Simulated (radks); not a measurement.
Q: Radial electron density D(r) = 4 pi r^2 rho(r) of an atom or ion with 37 electrons. Method: Dirac Kohn-Sham, PBE, spin-unpolarised, spherical densities, point nucleus; computed with a radial shooting solver on a logarithmic mesh with Libxc functionals.

r (bohr),D(r) (e/bohr)
0.00144,1.363
0.00189,2.211
0.002461,3.500
0.00323,5.537
0.00424,8.593
0.005566,13.00
0.007306,19.04
0.009513,26.46
0.01249,35.17
0.01639,43.54
0.02151,49.34
0.02801,50.50
0.03677,47.10
0.04826,42.93
0.06335,44.34
0.08315,53.26
0.1083,61.16
0.1421,56.95
0.1865,42.95
0.2448,37.19
0.3188,43.70
0.4185,43.56
0.5493,27.87
0.721,13.17
0.9464,9.418
1.232,8.622
1.617,5.142
2.123,1.762
2.787,0.3715
3.629,0.05695
4.763,0.005058
6.252,0.0001861

What is the nuclear charge?

A: Z = 40. The innermost maximum, from 1s, lies near gamma/Z bohr with gamma = sqrt(1 - (Z/c)^2) = 0.956, here 0.0239 bohr (found: 0.0261), and its height grows with Z. The density is that of the zirconium ion Zr3+ in [Kr] 4d1; the configuration itself is not fixed sharply by these data, and Z only to a few units. D(r) has 3 maxima, at r = 0.0261, 0.115, 0.368 bohr, and minima at 0.0531, 0.235 bohr, inside which lie 2.07, 11.08 electrons.
